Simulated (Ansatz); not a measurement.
`CO[SiH2]N` + `B[TeH]` → `B[Te][SiH2]N` + CH₃OH  (ligand exchange at the Si–O bond)

Isolated molecules relaxed with PBE0-D4/def2-TZVP in Ansatz; ΔE leaves out vibrations. CCSD(T)/CBS adds triple-zeta CCSD(T) − MP2 to the extrapolated MP2 energy (def2 sets, frozen cores). This one scheme is used for every species. Functionals use def2-TZVPP. def2 core potentials past Kr. For Te outer-core shells are correlated without core-valence functions, which leaves a few kJ/mol of doubt a bond. One conformer a species, not always the lowest.

`CO[SiH2]N`:

Cartesian coordinates in Å:
```
C 1.438 0.308 0.912
O 1.080 -0.331 -0.288
Si -0.467 -0.770 -0.635
N -1.608 0.493 -0.749
H 0.989 1.306 0.984
H 1.129 -0.275 1.789
H 2.524 0.415 0.936
H -0.976 -1.653 0.449
H -0.338 -1.450 -1.942
H -2.168 0.783 0.033
H -1.604 1.174 -1.489
```

`B[TeH]`:

Z-matrix (Å, degrees):
```
B
Te 1 2.099
H 1 1.189 2 120.6
H 1 1.191 2 116.2 3 -180.0
H 2 1.659 1 96.2 3 -0.0
```

`B[Te][SiH2]N`:

```xyz
10

B     0.295    1.857   -1.118
Te   -1.600    1.263   -0.433
Si   -0.872   -0.910    0.661
N     0.801   -1.263    0.602
H     1.256    1.183   -0.913
H     0.353    2.889   -1.711
H    -1.285   -0.819    2.083
H    -1.605   -1.997   -0.032
H     1.438   -0.700    1.145
H     1.218   -1.503   -0.284
```

CH₃OH:

Z-matrix (Å, degrees):
```
C
O 1 1.409
H 1 1.097 2 112.4
H 1 1.090 2 107.0 3 -118.5
H 1 1.097 2 112.4 3 123.0
H 2 0.959 1 108.5 3 -61.6
```

| level | ΔE (eV) |
| --- | --- |
| ωB97M-V | 0.57 |
| PBE0 | 0.43 |
| HF/def2-TZVPP | 0.73 |
| MP2/def2-QZVPP | 0.47 |

(1) What does CCSD(T)/CBS give? (An estimate is asked.)

Largest T1 diagnostic among the species: 0.015.

Answers

(1) Computed: +0.51 eV. The listed levels differ from it by 0.06, -0.08, 0.22, -0.04 eV.

The D4 term adds −0.05 eV with B3LYP and −0.03 eV with PBE0; it sums over pairs of atoms, weighted by their polarisabilities, and B3LYP, whose exchange is more repulsive, gets the larger term. From PBE to PBE0 (25 % exact exchange), in def2-TZVPP and without D4, ΔE moves by +0.04 eV. In def2-TZVPP, CCSD(T) changes the Hartree–Fock value by −0.17 eV (the triples alone add −0.04 eV) and MP2 by −0.23 eV.

B3LYP here is the variant with VWN-RPA as its local correlation; programs differ in this.
